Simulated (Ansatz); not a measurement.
Cost and result for the atomization energy of CH$_{4}$ClNOSi, SMILES `O/C=N/[SiH2]Cl` (9 atoms, 8 bonds).

```tsv
atom	x (Å)	y (Å)	z (Å)
O1	1.693	1.523	0.928
C2	0.776	0.579	0.727
N3	0.214	0.388	-0.380
Si4	-0.969	-0.774	-0.780
Cl5	-1.478	-1.972	0.828
H6	1.813	1.987	0.086
H7	0.598	0.019	1.649
H8	-2.202	-0.086	-1.219
H9	-0.445	-1.663	-1.839
```

Total charge 0; spin multiplicity 1. All single points use the PBE0-D4/def2-TZVP geometry. It is one conformer, not always the lowest. Program: Ansatz. All runs use 4 threads of an Intel Xeon Platinum 8375C on a shared host. Times are those of one run each, without the atoms' runs, and a repeat can differ threefold. Electronic energies, without spin–orbit coupling; frozen cores. CCSD(T)/CBS adds CCSD(T) − MP2 in def2-TZVPP to the MP2 limit, and its time is that of the two runs behind it. T1 = 0.013. B3LYP takes the VWN-RPA correlation (the form of Gaussian; ORCA's B3LYP/G).

CCSD(T)/CBS is a level of theory with its own doubt, some kJ/mol a heavy atom from the limit and from the frozen cores, so smaller differences don't rank the functionals.

| level | functions | wall time | atomization (kcal/mol) | difference from CCSD(T)/CBS | per bond |
| --- | --- | --- | --- | --- | --- |
| PBE-D4/def2-TZVPP (with forces) | 233 | 1.7 s | 819.8 | 21.7 | 2.7 |
| PBE0-D4/def2-TZVPP | 233 | 2.3 s | 798.4 | 0.3 | 0.0 |
| r2SCAN-D4/def2-TZVPP (with forces) | 233 | 2.9 s | 800.3 | 2.2 | 0.3 |
| B3LYP-D4/def2-TZVPP (with forces) | 233 | 3.4 s | 797.9 | -0.2 | 0.0 |
| B2PLYP/def2-TZVPP | 233 | 4.1 s | 789.3 | -8.8 | -1.1 |
| ωB97X-V/def2-TZVPP | 233 | 4.9 s | 802.9 | 4.8 | 0.6 |
| ωB97M-V/def2-TZVPP (with forces) | 233 | 7.5 s | 803.0 | 4.9 | 0.6 |
| MP2/def2-QZVPP | 431 | 13 s | 808.2 | 10.1 | 1.3 |
| CCSD(T)/def2-TZVPP | 233 | 58 s | 771.6 | -26.5 | -3.3 |
| CCSD(T)/CBS(def2) | – | 70 s | 798.1 | 0.0 | 0.0 |

In def2-TZVPP, CCSD(T) changes the Hartree–Fock value by +220.0 kcal/mol (the triples alone add +15.6 kcal/mol) and MP2 by +240.8 kcal/mol; breaking electron pairs costs correlation energy, which Hartree–Fock lacks. The D4 term adds +7.8 kcal/mol with B3LYP and +4.1 kcal/mol with PBE0; it sums over pairs of atoms, weighted by their polarisabilities, and B3LYP, whose exchange is more repulsive, gets the larger term. From PBE to PBE0 (25 % exact exchange), in def2-TZVPP and without D4, the atomization energy moves by −20.7 kcal/mol: exact exchange takes away binding that semilocal exchange gives to molecules.
